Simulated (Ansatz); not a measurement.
Isolated molecules relaxed with PBE0-D4/def2-TZVP in Ansatz; ΔE leaves out vibrations. CBS: MP2 limit from def2 TZ/QZ plus the TZ coupled-cluster correction, frozen cores. This one scheme is used for every species. DFT in def2-TZVPP. For Ga, Se outer-core shells are correlated without core-valence functions, which leaves a few kJ/mol of doubt a bond. Scalar relativity is left out up to krypton. One conformer a species, not always the lowest.

Consider the substitution at a C–B bond: `CB(C)F` + `[OH][GaH][SeH]` → `C[O][GaH][SeH]` + `CBF`.

| level | ΔE (kJ/mol) |
| --- | --- |
| r2SCANh-D4 | 116.4 |
| MP2/CBS(def2) | 118.7 |

Q: What does CCSD(T)/CBS give? (An estimate is asked.)

A: The calculation gave: +113.7 kJ/mol. The listed levels differ from it by 2.7, 5.0 kJ/mol.

Largest T1 diagnostic among the species: 0.013.

From BLYP to BHLYP (50 % exact exchange), in def2-TZVPP and without D4, ΔE moves by +3.5 kJ/mol. In def2-TZVPP, CCSD(T) changes the Hartree–Fock value by +9.6 kJ/mol (the triples alone add +0.2 kJ/mol) and MP2 by +14.7 kJ/mol.
